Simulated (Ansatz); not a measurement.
A run of Ansatz (development build ahead of 0.2.0) on singlet B₆H₆(2-) at this shape:

```xyz
12

B     1.2200    0.0000    0.0000
B    -1.2200    0.0000    0.0000
B     0.0000    1.2322    0.0000
B     0.0000   -1.2322    0.0000
B     0.0000    0.0000    1.2200
B     0.0000    0.0000   -1.2200
H     2.4300    0.0000    0.0000
H    -2.4300    0.0000    0.0000
H     0.0000    2.4543    0.0000
H     0.0000   -2.4543    0.0000
H     0.0000    0.0000    2.4300
H     0.0000    0.0000   -2.4300
```

Its results:

```yaml
Converged: yes
Total_energy: -151.35047 hartree
Spin_squared_of_the_determinant: 0.000
```

(1) Which input gives this output? Name the method, the orbitals and the basis set, and write the input.

Answers

(1) RHF in 6-31G. An unrestricted run that stays on the closed shell gives the same numbers.

```yaml
crystal:
  periodic: [false, false, false]
  atoms:
    - { symbol: B, position_ang: [1.22, 0.0, 0.0] }
    - { symbol: B, position_ang: [-1.22, 0.0, 0.0] }
    - { symbol: B, position_ang: [0.0, 1.2322, 0.0] }
    - { symbol: B, position_ang: [0.0, -1.2322, 0.0] }
    - { symbol: B, position_ang: [0.0, 0.0, 1.22] }
    - { symbol: B, position_ang: [0.0, 0.0, -1.22] }
    - { symbol: H, position_ang: [2.43, 0.0, 0.0] }
    - { symbol: H, position_ang: [-2.43, 0.0, 0.0] }
    - { symbol: H, position_ang: [0.0, 2.4543, 0.0] }
    - { symbol: H, position_ang: [0.0, -2.4543, 0.0] }
    - { symbol: H, position_ang: [0.0, 0.0, 2.43] }
    - { symbol: H, position_ang: [0.0, 0.0, -2.43] }
basis:
  gaussian: { orbitals: "6-31G" }
total_charge: -2
hamiltonian:
  xc: hf
```

Caution: no unrestricted run beside it, a lower state can exist; no diffuse functions for an anion; other spin multiplicities were not run.
